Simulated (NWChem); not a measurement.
System: C$_{3}$H$_{5}$ cation

Input file for NWChem:

```
start job
memory heap 200 mb stack 900 mb global 1100 mb
charge 1
geometry units angstroms noautosym nocenter noautoz
  C     -1.191619     0.000000     0.207259
  C      0.000000     0.000000    -0.498564
  C      1.191619     0.000000     0.207259
  H     -2.154686     0.000000    -0.300896
  H     -1.206228     0.000000     1.296434
  H      0.000000     0.000000    -1.585153
  H      2.154686     0.000000    -0.300896
  H      1.206228     0.000000     1.296434
end
basis spherical
  C library 6-31g*
  H library 6-31g*
end
dft
  xc hfexch
  iterations 150
  mulliken
end
task dft energy
esp
  recalculate
  probe 0.07
  range 0.3
  factor 1.0
  spacing 0.02
end
task esp
```

Structure relaxed at the B3LYP/6-31G* (spherical d) level.

Atomic charges in e: unrestrained fits to the electrostatic potential beside Mulliken populations; buried atoms are poorly determined by the fit.

Atoms are numbered as in the input.

Question: Predict the main results of this run. (Hartree-Fock/6-31G* (spherical d).) Quantities: ESP C1; Mulliken C1; ESP C2; Mulliken C2; ESP C3; Mulliken C3; relative RMS misfit of the potential (%).

Answer: The ESP C1 comes out as 0.18. The Mulliken C1 is -0.17 and the ESP C2 is -0.23. The Mulliken C2 is -0.23. The ESP C3 is 0.19. The Mulliken C3 is -0.17 and the relative RMS misfit of the potential (%) is 2.
